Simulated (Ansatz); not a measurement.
cis-PdH2(NH3)2 (PdN₂H₈). Total charge 0; singlet. Geometry r2SCAN-D4/def2-SVP, basis def2-TZVP, Ansatz.

```json
{"run": "A", "HOMO (eV)": "-3.99", "LUMO (eV)": "-0.20"}
{"run": "B", "HOMO (eV)": "-5.09", "LUMO (eV)": "-0.10"}
{"run": "C", "HOMO (eV)": "-7.70", "LUMO (eV)": "1.81"}
{"run": "D", "HOMO (eV)": "-3.87", "LUMO (eV)": "-0.86"}
{"run": "E", "HOMO (eV)": "-4.91", "LUMO (eV)": "-0.43"}
```

In the def2 sets Pd takes a core potential; there is no spin–orbit coupling. LC-ωPBE has ω = 0.4 bohr⁻¹. B3LYP takes the VWN-RPA correlation.

Problem. The runs used B3LYP, LC-ωPBE, PBE, PBE0, r2SCAN. Estimate which is which.

Solution. A r2SCAN (0 % exact exchange); B PBE0 (25 % exact exchange); C LC-ωPBE (range-separated); D PBE (0 % exact exchange); E B3LYP (20 % exact exchange). Exact exchange lowers occupied and raises empty levels; among semilocal functionals meta-GGAs tend to open the gap a little, and such runs are hard to tell apart. The gap grows from 3.02 eV (PBE) to 9.51 eV (LC-ωPBE).
